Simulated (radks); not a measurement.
Values are calculated unless marked as measured or tabulated.
Excited configurations of Fe IV: one electron is placed in a higher orbital outside [Ar] 3d4. The ground configuration is [Ar] 3d5. Level of theory: non-relativistic Kohn-Sham, PBE, spin-unpolarised, spherical densities, point nucleus (a radial shooting solver on a logarithmic mesh with Libxc functionals). Excitation = E - E(ground); binding = E(ion) - E, where the ion is the core of charge +4; n* = 4/sqrt(2 binding) in atomic units, and the quantum defect is n - n*.

[
 {"outer orbital": "4p", "excitation (eV)": "22.187", "binding (eV)": "31.201", "n*": "2.641", "eigenvalue (eV)": "-26.943", "<r> (bohr)": "2.482"},
 {"outer orbital": "5s", "excitation (eV)": "34.261", "binding (eV)": "19.127", "n*": "3.374", "eigenvalue (eV)": "-17.040", "<r> (bohr)": "4.367"},
 {"outer orbital": "5p", "excitation (eV)": "36.895", "binding (eV)": "16.493", "n*": "3.633", "eigenvalue (eV)": "-14.606", "<r> (bohr)": "4.841"},
 {"outer orbital": "6p", "excitation (eV)": "43.153", "binding (eV)": "10.235", "n*": "4.612", "eigenvalue (eV)": "-9.157", "<r> (bohr)": "7.905"},
 {"outer orbital": "6d", "excitation (eV)": "45.176", "binding (eV)": "8.212", "n*": "5.149", "eigenvalue (eV)": "-7.308", "<r> (bohr)": "9.422"},
 {"outer orbital": "6f", "excitation (eV)": "46.892", "binding (eV)": "6.496", "n*": "5.789", "eigenvalue (eV)": "-5.741", "<r> (bohr)": "11.28"},
 {"outer orbital": "7p", "excitation (eV)": "46.400", "binding (eV)": "6.988", "n*": "5.582", "eigenvalue (eV)": "-6.286", "<r> (bohr)": "11.69"},
 {"outer orbital": "7d", "excitation (eV)": "47.560", "binding (eV)": "5.827", "n*": "6.112", "eigenvalue (eV)": "-5.230", "<r> (bohr)": "13.59"}
]

The Delta-SCF ionisation energy is 53.388 eV (NIST Atomic Spectra Database: 54.91 eV, measured). Self-interaction in the functional shifts the binding energies and quantum defects, so they are the method's values and not measured ones. Spin polarisation and multiplet splitting are left out, so open shells lie too high by an amount that depends on their filling.

Beside tabulated values, note that spin-unpolarised runs miss the spin-polarisation part of the exchange energy of open shells.
